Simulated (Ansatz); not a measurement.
The same molecule with X = O, S, Te. Ansatz, PBE0-D4/def2-TZVP geometries, multiplicity 1. Each molecule was computed in one conformer, which needn't be the lowest.

Elements past krypton have def2 core potentials.

```json
{"X": "O", "molecule": "`C=CCO`", "mean X–C bond length / Å": "1.415", "mean X–H bond length / Å": "0.961", "HOMO–LUMO gap (PBE/def2-TZVPP) / eV": "5.12", "LUMO energy (ωB97M-V/def2-TZVPP) / eV": "2.00", "zero-point energy (PBE0-D4/def2-TZVP) / kJ/mol": "224.4"}
{"X": "S", "molecule": "`C=CCS`", "mean X–C bond length / Å": "1.822", "mean X–H bond length / Å": "1.343", "HOMO–LUMO gap (PBE/def2-TZVPP) / eV": "4.43", "LUMO energy (ωB97M-V/def2-TZVPP) / eV": "1.96", "zero-point energy (PBE0-D4/def2-TZVP) / kJ/mol": "209.7"}
```

Q: Give the row for X = Te, `C=CC[TeH]`. (Estimate.)

A: The calculation gave: 
```tsv
X	molecule	mean X–C bond length / Å	mean X–H bond length / Å	HOMO–LUMO gap (PBE/def2-TZVPP) / eV	LUMO energy (ωB97M-V/def2-TZVPP) / eV	zero-point energy (PBE0-D4/def2-TZVP) / kJ/mol
Te	`C=CC[TeH]`	2.171	1.658	3.30	0.89	201.5
```

From O to Te the mean X–C bond length rises at each step, by 0.756 Å in all; the mean X–H bond length rises at each step, by 0.697 Å in all; the HOMO–LUMO gap (PBE/def2-TZVPP) falls at each step, by 1.82 eV in all; the LUMO energy (ωB97M-V/def2-TZVPP) falls at each step, by 1.11 eV in all; the zero-point energy (PBE0-D4/def2-TZVP) falls at each step, by 22.9 kJ/mol in all. Bonds lengthen as the atom grows down the group.

Spin–orbit coupling is left out; it splits and shifts lone-pair levels of the heavy atoms by tenths of an eV.
